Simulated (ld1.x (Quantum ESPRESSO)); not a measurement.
Before and after: TM semilocal potential for Bi (Z = 83)

ld1.x (Quantum ESPRESSO) 7.5 input, shortened:

```
&input
   title='Bi', zed=83., rel=1, dft='PBE', iswitch=3,
   config='[Xe] 4f14 5d10 6s2 6p3'
 /
 &inputp
   pseudotype=1, tm=.true., lloc=1,
   nlcc=.false.
 /
3
6S  1  0   2.00   0.00  1.65  1.65  0.0
5D  3  2  10.00   0.00  1.45  1.45  0.0
6P  2  1   3.00   0.00  2.35  2.35  0.0
 &test
   configts(1)='5d10 6s2 6p3'
 /
```

Change: core correction a·sin(br)/r model core inside 1.64 bohr.

Cutoffs: the cutoffs (Ry, on a coarse ladder) from which the occupation-weighted sum of valence levels, in a spherical-Bessel basis at the reference potential, stays within 10 and 1 mRy of its value at 400 Ry; they do not see the model core or the augmentation charge, which bear on the density cutoff. Errors are all-electron minus pseudo energies relative to the spin-unpolarised reference configuration.

Task: Predict the effect on cutoff, ghosts and configuration errors.

Result: The potential gets neither clearly harder nor softer (55 Ry and 100 Ry → 55 Ry and 100 Ry); of the 7 tests that both files solve, the error grows in 5 and shrinks in 0 by more than 15 % and 0.3 meV (median size 6.4 → 11.4 meV); neither file shows a bound ghost. A semilocal file is local in each channel, so a ghost entry of none says nothing of the separable form that plane-wave codes build from it. A model core, the more so a compact one, raises the density cutoff, which this test does not measure.

```tsv
quantity	base	changed
cutoff, loose	55 Ry	55 Ry
cutoff, tight	100 Ry	100 Ry
bound ghosts	none	none
error for 5d10 6s2 6p2, meV [ΔE 7.91 eV]	-2.7	-3.2
error for 5d10 6s2 6p1, meV [ΔE 23.16 eV]	-6.4	-11
error for 5d10 6s2 6p0, meV [ΔE 46.50 eV]	-11	-34
error for 5d10 6s2 6p3.3, meV [ΔE -1.09 eV]	+0.6	+0.5
error for 5d10 6s0 6p5, meV [ΔE 20.50 eV]	-11	-22
error for 5d10 6s1 6p4, meV [ΔE 10.08 eV]	-3.8	-6.4
error for 5d9 6s2 6p3, meV [ΔE 33.32 eV]	-79	-90
s: phases at 2.55 bohr within 0.05 rad from the reference energy up to (Ry; the scan ends near 5)	2.0	2.0
p: phases at 2.55 bohr within 0.05 rad from the reference energy up to (Ry; the scan ends near 5)	3.5	3.5
d: phases at 2.55 bohr within 0.05 rad from the reference energy up to (Ry; the scan ends near 5)	to the end of the scan	to the end of the scan
```
